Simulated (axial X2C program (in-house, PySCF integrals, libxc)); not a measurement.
# YN: from Re and ωe to a spectrum

A bond curve at the PBE0 level, with spin–orbit coupling, was computed with an in-house all-electron X2C program for linear molecules (integrals from PySCF) (basis Y dyall-cv3z [11s12p9d6f3g], N dyall-av3z [7s7p3d2f] (cores contracted in-house)) for the state Ω = 0 (closed shell). Its fit gives Re = 1.7556 Å, ωe = 869.0 cm⁻¹, ωexe = 2.62 cm⁻¹ and αe = 2.402e-03 cm⁻¹; the masses are 88.9058 and 14.0031 u. Two-component means X2C with spin–orbit coupling and atomic mean-field Coulomb and Gaunt terms.

(1) Find the reduced mass, Be and the force constant.

(2) Estimate the centrifugal constant by the Kratzer relation.

(3) The dipole moment p changes by 1.58 D/Å at Re. What harmonic infrared intensity follows?

(4) Give B0, the J = 1←0 line in GHz and the most populated J at 300 K (kT = 208.5 cm⁻¹).

(5) A Morse curve ties αe to the other constants (Pekeris). How well does that hold?

Occupations by symmetry block were frozen at the best pattern of an incomplete PBE0 search. PBE0 can misorder states that lie within some tenths of an eV, so this need not be the ground state of the molecule. The nearest other 2c determinant of the search, Ω = 1, lies 0.20 eV up at the distance of the search.

## Answers

(1) From the PBE0 values: μ = 12.0977 u. Be = 16.8576/(μ Re²) = 0.4521 cm⁻¹. k = 5.8918×10⁻⁷ μ ωe² = 5.38 mdyn/Å.

(2) D = 4Be³/ωe² = 4.89e-07 cm⁻¹.

(3) I = 42.256 × (dp/dR)²/μ = 8.7 km/mol.

(4) B0 = Be − αe/2 = 0.4509 cm⁻¹; 2B0 = 27.04 GHz; J(max) ≈ √(kT/2B0) − 1/2 = 14.7, so J = 15.

(5) αe(Morse) = 6Be²/ωe × (√(ωexe/Be) − 1) = 1.986e-03 cm⁻¹; the PBE0 curve gives 2.402e-03 cm⁻¹, a ratio of 0.83.
